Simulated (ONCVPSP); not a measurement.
## Os (Z = 76): variants of one ONCV potential

Base potential:

| Property | Result |
| --- | --- |
| Element | Os |
| Generator | ONCVPSP 4.0.1 |
| Type | optimised norm-conserving Vanderbilt (ONCV) |
| Functional | PBE |
| Relativity | scalar-relativistic |
| Frozen core | [Xe] 4f14 |
| Valence charge | 8 |
| Reference configuration | 5d7 6s1 |
| Partial waves | 6s: rc 2.75 bohr, ncon 3, nbas 6, qcut 2 1/bohr, 2 projectors, debl 2.3 Ha; p scattering state at 0.02 Ha: rc 2.75 bohr, ncon 4, nbas 9, qcut 2.5 1/bohr, 2 projectors, debl 3.9 Ha; 5d: rc 1.70 bohr, ncon 3, nbas 7, qcut 6.8 1/bohr, 2 projectors, debl 1.4 Ha |
| Local potential | polynomial inside 1.70 bohr (lpopt 4, dvloc0 1 Ha) |
| Core correction | polynomial model core, fcfact 0.25 |

In the p channel the program set the typed energies aside and used 0.050, 3.950 Ha.

Cutoffs, loose and tight: the cutoffs (Ha) at which the residual kinetic energy of the hardest occupied pseudo-wave falls to 1 and 0.1 mHa per electron. They do not see the model core or the augmentation charge, which bear on the density cutoff. Test errors are all-electron minus pseudo excitation energies from the reference, over the configurations 5d6 6s2; 5d6 6s1; 5d6 6s0; 5d6 6s1.5. A dash means not determined; rows that change the core or the reference have their own tests.

```tsv
change	outcome	cutoff, loose	cutoff, tight	bound ghosts	GHOST(+) flags above zero	largest test error (meV)
base	generated, projector energies reset by the program	17 Ha	20 Ha	none	s, p	-72
all radii but the core radius scaled by about 0.81 (s 2.22, p 2.22, d 1.38 bohr); local potential polynomial inside 1.38 bohr (lpopt 4, dvloc0 1 Ha)	generated	16 Ha	20 Ha	none	s, p	-36
all radii but the core radius scaled by about 0.89 (s 2.46, p 2.46, d 1.52 bohr); local potential polynomial inside 1.52 bohr (lpopt 4, dvloc0 1 Ha)	generated	17 Ha	20 Ha	none	s, p	-45
all radii but the core radius scaled by about 0.95 (s 2.62, p 2.62, d 1.62 bohr); local potential polynomial inside 1.62 bohr (lpopt 4, dvloc0 1 Ha)	generated, projector energies reset by the program	17 Ha	20 Ha	none	s, p	-61
all radii but the core radius scaled by about 1.06 (s 2.92, p 2.92, d 1.80 bohr); local potential polynomial inside 1.80 bohr (lpopt 4, dvloc0 1 Ha)	generated, projector energies reset by the program	16 Ha	19 Ha	none	s, p	-95
all radii but the core radius scaled by about 1.14 (s 3.12, p 3.12, d 1.94 bohr); local potential polynomial inside 1.94 bohr (lpopt 4, dvloc0 1 Ha)	generated, projector energies reset by the program	16 Ha	19 Ha	none	s, p	-129
all radii but the core radius scaled by about 1.23 (s 3.38, p 3.38, d 2.08 bohr); local potential polynomial inside 2.08 bohr (lpopt 4, dvloc0 1 Ha)	generated, projector energies reset by the program	16 Ha	18 Ha	none	s, p	-182
all radii but the core radius scaled by about 1.31 (s 3.60, p 3.60, d 2.22 bohr); local potential polynomial inside 2.22 bohr (lpopt 4, dvloc0 1 Ha)	generated, projector energies reset by the program	15 Ha	18 Ha	none	s, p	-226
```

Reading the sweep of the scale of all radii but the core radius (base = 1) (base included, trends over the rows without a ghost): The loose cutoff stays near 16 Ha. The median size of the test errors (rows with all tests solved) is not monotonic: lowest 8.7 meV at 1, highest 69.3 meV at 1.31.
